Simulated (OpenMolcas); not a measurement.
# Ti2+: CASPT2 settings compared

| Item | Value |
| --- | --- |
| Program | OpenMolcas 26.06 |
| Basis | ANO-RCC-VDZ [5s4p2d] |
| Scalar Hamiltonian | X2C, point nucleus |
| Active space | 2 electrons in 10 orbitals (3d 4d) |
| State averaging | 2S+1 = 3 even, 10 roots; 2S+1 = 1 even, 15 roots kept (CI in the orbitals of an earlier block) |
| Spin-orbit coupling | state interaction with AMFI integrals over the reference wave functions, term energies averaged over their components |

Methods on the same reference wave functions:
A. CASSCF
B. SS-CASPT2, IPEA 0.35 Eh, imaginary shift 0.5 Eh (closed shells correlated: 2s 2p 3s 3p)
C. XMS-CASPT2, IPEA 0.75 Eh, sigma2 regulariser 0.2 Eh (closed shells correlated: 2s 2p 3s 3p)

Energies in cm⁻¹ above 3d² ³F₂, the measured ground level; measured values from Corliss and Sugar, J. Phys. Chem. Ref. Data 8, 1 (1979).

| Level | A | B | C | Measured |
| --- | --- | --- | --- | --- |
| 3d² ³F₂ | 0.0 | 0.0 | 0.0 | 0.0 |
| 3d² ³F₃ | 197 | 198 | 198 | 185 |
| 3d² ³F₄ | 454 | 455 | 455 | 420 |
| 3d² ¹D₂ | 10847 | 8440 | 8720 | 8474 |
| 3d² ³P₀ | 13002 | 10680 | 10630 | 10538 |
| 3d² ³P₁ | 13067 | 10740 | 10700 | 10604 |
| 3d² ³P₂ | 13205 | 10880 | 10840 | 10721 |
| 3d² ¹G₄ | 16726 | 16090 | 16190 | 14398 |
| 3d² ¹S₀ | 39136 | 31760 | 31700 | 32476 |

Deviations, from unrounded energies. A percentage is the sum of absolute deviations over the sum of measured energies, with the sign that they share, or ± where signs differ.

```json
{"Against measurement": "mean absolute deviation (cm-1)", "Levels": "8", "A": "2400", "B": "370", "C": "390"}
{"Against measurement": "fine structure of the ground term (%)", "Levels": "2", "A": "+7.5", "B": "+7.8", "C": "+7.8"}
{"Against measurement": "other terms of the ground configuration (%)", "Levels": "6", "A": "+21.5", "B": "±3.3", "C": "±3.6"}
```

B lies closest to measurement on these levels and A furthest from it. The largest miss of B in the table is 3d² ¹G₄, by +1700 cm-1. The ranking rests on the paired levels alone, and a cruder setting can come out closer through cancelling errors.

Between B and C the level of the table that moves most is 3d² ¹D₂, by 270 cm-1 (lowest in B, highest in C). Moves below CASPT2's spread within the term are not significant.

The mean deviations of B to C differ by less than CASPT2's widest spread within a term (910 cm-1), so their order carries little weight.

From A to B the spin-free energies of the other terms of 3d² shown, above ³F, scale by factors of 0.77 to 0.96, as is usual when dynamic correlation screens the repulsion within a d or f shell.

The lowest spin-free term lies below A's lowest term by 0.157 hartree in B, 0.155 hartree in C.

CASPT2 does not keep the components of a term degenerate, so their means are used; among the terms shown or strongly mixed into the levels shown the widest spread is 910 cm-1 (3d² ¹G, C). Terms from blocks run as CI alone lack orbitals of their own. Active for correlation alone: 4d; no level in the range computed is led by a configuration that fills it, so any true level of that kind is missing. Without dynamic correlation excited terms often stand tens of per cent too high (terms of higher spin than the ground term too low), and those without a measured partner can miss by more than the paired ones (holds for A). Computed and measured levels are paired by configuration, term and J; levels that our copy of the source lacks, or whose pairing is in doubt (as where it misses far off the trend of its configuration), stay unpaired and out of the deviations. Only configurations of the active space appear.
